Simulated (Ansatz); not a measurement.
Problem. Name a neutral molecule of C, Ge, S and H with HOMO energy (PBE/def2-TZVPP) between -5.20 and -4.90 eV and HOMO–LUMO gap (PBE0/def2-TZVPP) between 6.05 and 6.35 eV (Ansatz, PBE0-D4/def2-TZVP geometry).

Solution. `S[CH]1[CH2][GeH2]1` (-5.08 eV, 6.11 eV). Other molecules can fit too; these were computed, each in one conformer that needn't be the lowest.
